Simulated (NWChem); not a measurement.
## F₄Te

SMILES: F[Te](F)(F)F
```xyz
5

Te     0.0000     0.0000     0.2957
F     -1.9591     0.0000     0.0885
F      0.0000     1.4691    -0.9429
F      1.9591     0.0000     0.0885
F      0.0000    -1.4691    -0.9429
```
Charge 0, spin multiplicity 1.

All runs are NWChem calculations. The geometry was optimised at PBE/def2-SVP with def2 effective core potentials on Te, a minimum by its harmonic frequencies.

Symmetry labels belong to the abelian group C2v used in the runs, with the axes of the coordinates shown.

Effective core potentials replace the inner electrons of Te; spin-orbit coupling is left out. The structure started from a generated list of species.

Q: List the lowest 4 singlet excitations that TD-PBE/def2-SVP with def2 effective core potentials on Te gives, with oscillator strengths.

A: 
| state | symmetry | energy (eV) | wavelength (nm) | f |
|---|---|---|---|---|
| 1 | b2 | 4.85 | 255 | 0.020 |
| 2 | a2 | 5.27 | 235 | 0.000 |
| 3 | b1 | 5.41 | 229 | 0.009 |
| 4 | b2 | 5.67 | 219 | 0.005 |
